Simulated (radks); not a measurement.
Valence configurations of Ne+ (all share [He]). Calculated with a radial shooting solver on a logarithmic mesh with Libxc functionals: non-relativistic Kohn-Sham, r2SCAN, spin-polarised, spherical densities, point nucleus; open shells are filled with parallel spins first; meta-GGA in the generalised Kohn-Sham scheme. Energies are relative to 2s2 2p5; eigenvalues in eV for spin up.

\begin{tabular}{lrrrr}
valence & E (eV) & moment (Bohr magnetons) & e(2p) & e(2s) \\ \hline
2s2 2p5 & 0.000 & 1 & -34.256 & -58.803 \\
2s1.5 2p5.5 & 12.325 & 1 & -34.337 & -59.000 \\
2s1 2p6 & 24.562 & 1 & -34.422 & -59.203 \\
\end{tabular}

NIST lists [He] 2s2 2p5 as the ground configuration; this level of theory agrees among the configurations tried. The energies are those of spherical high-spin densities, not of single terms.
